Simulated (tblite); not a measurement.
C₉H₁₀.
Geometry (GFN2-xTB, Å), atoms numbered from 1 in this order:
```xyz
19
C9H10 angstrom
C      2.924   -0.452   -0.347
C      1.491   -0.092   -0.087
C      1.184    1.067    0.617
C     -0.126    1.465    0.885
C     -1.108    0.635    0.407
C     -0.812   -0.527   -0.305
C      0.472   -0.923   -0.571
C     -2.266   -0.885   -0.481
C     -2.596    0.408    0.319
H      3.057   -1.532   -0.351
H      3.577   -0.020    0.408
H      3.235   -0.072   -1.320
H      1.999    1.683    0.973
H     -0.328    2.371    1.437
H      0.712   -1.823   -1.119
H     -2.571   -1.813    0.002
H     -2.618   -0.885   -1.511
H     -3.089    0.239    1.275
H     -3.146    1.164   -0.238
```

Method: GFN2-xTB as coded in tblite; computed harmonic values from a numerical Hessian at the method's own geometry, unscaled. Errors from tens to a few hundred cm⁻¹ against measured bands are possible. The optimisation stopped once no atom felt more than 0.01 eV/Å.

Lowest wavenumbers of the output (negative numbers stand for imaginary wavenumbers):
```
mode    cm-1
  1     -20.5
  2     139.5
  3     198.1
  4     288.7
  5     304.0
  6     372.9
  7     428.4
  8     481.9
  9     491.2
 10     608.0
 11     644.8
 12     761.5
 13     787.8
 14     825.1
 15     854.8
```

Is this structure a minimum?

Not by this Hessian. 1 mode is imaginary beyond 20i (20i cm⁻¹), so at this level the point lies at or near a first-order saddle. The curvature is small, so loose convergence or finite differences may be the whole cause.

Which atoms move in the imaginary mode?

20i: H12 (methyl hydrogen) 36 %, H10 (methyl hydrogen) 31 %, H11 (methyl hydrogen) 30 %. These are shares of the mass-weighted motion.

What is the remedy?

Step along that mode in both directions, optimise again with tighter thresholds and repeat the frequencies. The zero-point energy of this point (99.5 kcal/mol) counts the 50 real modes alone, and thermal corrections from it aren't those of a minimum.
